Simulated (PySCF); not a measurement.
## C₆H₁₀FNSi: full NMR table

| Property | Result |
| --- | --- |
| Formula | C6H10FNSi |
| SMILES | C[SiH2][C@@H](C)/C(C#N)=C\F |
| Point group of the computed structure | C1 |
| Degrees of unsaturation | 3 |
| Carbon signals | 6 |
| Proton signals | 6 |

Molfile (atoms numbered from 1):
```
C6H10FNSi
     RDKit          3D

 19 18  0  0  0  0  0  0  0  0999 V2000
    2.1508   -0.7069    0.9784 C   0  0  0  0  0  0  0  0  0  0  0  0
    1.4652    0.2196   -0.5257 Si  0  0  0  0  0  4  0  0  0  0  0  0
   -0.3478    0.7569   -0.1399 C   0  0  1  0  0  0  0  0  0  0  0  0
   -0.9854    1.4667   -1.3317 C   0  0  0  0  0  0  0  0  0  0  0  0
   -1.1396   -0.4440    0.2650 C   0  0  0  0  0  0  0  0  0  0  0  0
   -1.5937   -1.3048   -0.7598 C   0  0  0  0  0  0  0  0  0  0  0  0
   -1.9486   -1.9892   -1.6082 N   0  0  0  0  0  0  0  0  0  0  0  0
   -1.4154   -0.7850    1.5261 C   0  0  0  0  0  0  0  0  0  0  0  0
   -1.0168   -0.0305    2.5622 F   0  0  0  0  0  0  0  0  0  0  0  0
    1.6268   -1.6457    1.1396 H   0  0  0  0  0  0  0  0  0  0  0  0
    3.2022   -0.9399    0.8431 H   0  0  0  0  0  0  0  0  0  0  0  0
    2.0580   -0.1202    1.8884 H   0  0  0  0  0  0  0  0  0  0  0  0
    2.2164    1.4510   -0.7922 H   0  0  0  0  0  0  0  0  0  0  0  0
    1.4449   -0.6437   -1.7103 H   0  0  0  0  0  0  0  0  0  0  0  0
   -0.3320    1.4448    0.7109 H   0  0  0  0  0  0  0  0  0  0  0  0
   -0.4054    2.3473   -1.5968 H   0  0  0  0  0  0  0  0  0  0  0  0
   -1.0262    0.8110   -2.1988 H   0  0  0  0  0  0  0  0  0  0  0  0
   -2.0014    1.7841   -1.0973 H   0  0  0  0  0  0  0  0  0  0  0  0
   -1.9619   -1.6623    1.8396 H   0  0  0  0  0  0  0  0  0  0  0  0
  1  2  1  0
  2  3  1  0
  3  4  1  0
  3  5  1  0
  5  6  1  0
  6  7  3  0
  5  8  2  0
  8  9  1  0
  1 10  1  0
  1 11  1  0
  1 12  1  0
  2 13  1  0
  2 14  1  0
  3 15  1  1
  4 16  1  0
  4 17  1  0
  4 18  1  0
  8 19  1  0
M  END
```

Level of theory: shieldings: GIAO PBE0/pcSseg-1, coordinates at the GFN2-xTB level, in PySCF 2.14.0 with density-fitted response routines (no solvent model, a single conformation, non-relativistic Hamiltonian, one averaged value for each set of equivalent atoms).

Shifts are taken against calculated references (same method and geometry level): $^{1}$H and $^{13}$C and $^{29}$Si vs TMS; $^{19}$F vs CFCl3; NH3 for $^{15}$N.

| carbon | δC, type | δH (multiplicity) | HMBC from (2–3 bonds) | span of the C tensor (ppm) |
| --- | --- | --- | --- | --- |
| C1 | -8.2, CH3 | 0.15 (m) | H14, H13, H15 | 10 |
| C3 | 21.5, CH | 2.43 (m) | H19, H14, H13, H16/H17/H18, H10/H11/H12 | 35 |
| C4 | 17.1, CH3 | 1.45 (d) | H14, H13, H15 | 29 |
| C5 | 112.0, C | – | H19, H14, H13, H15, H16/H17/H18 | 173 |
| C6 | 120.0, C | – | H19, H15 | 337 |
| C8 | 168.5, CH | 7.49 (m) | H15 | 162 |

Other nuclei:
```csv
atoms,nucleus,environment,δ (ppm),σ (ppm)
H14,$^{1}$H,hydrogen on a silicon bonded to 2 C,4.17,27.55
H13,$^{1}$H,hydrogen on a silicon bonded to 2 C,4.12,27.59
F9,$^{19}$F,vinylic fluorine,-101.4,272.3
Si2,$^{29}$Si,"silicon bonded to 2 C, 2 H",-35.3,384.5
N7,$^{15}$N,nitrile nitrogen,325.4,-57.7
```

Carbon types of the structure: 2 × C, 2 × CH, 2 × CH3, leaving 2 H on heteroatoms. δC 168.5: alkene CH. δC 120.0: nitrile carbon; typical of a nitrile. δC 112.0: fully substituted alkene carbon; as expected for a trigonal carbon in a double bond. δC 17.1: methyl carbon; a saturated carbon with 1 carbon neighbour and no heteroatom attached. δH 2.43: hydrogen on an allylic sp3 CH bonded to Si; allylic position.

Splittings by $^{19}$F in the carbon and heteronuclear signals aren't shown, as no couplings were computed. Shifts are as computed. Against solution values, carbons near 30 ppm lie about +3 ppm off and those near 130 ppm about +5 ppm. Of 1211 compounds with measured shifts, 218 miss one by over three times the rms of a fit or turn the order of signals round; such compounds aren't used in these exercises. Unscaled 19F shifts against computed CFCl3 carry errors that often reach 10 to 50 ppm. Experimental scales use liquid or dissolved standards, which lie at an offset from isolated NH3 (liquid NH3: subtract about 20 ppm). Unscaled 15N shifts of sp2 nitrogen come out 20 to 40 ppm too high even then. No couplings were computed; multiplicities are counted from neighbouring protons, with m where these are inequivalent, close in shift, in a saturated or five-membered ring or joined by F or P, and br s for small geminal =CH2 splittings.
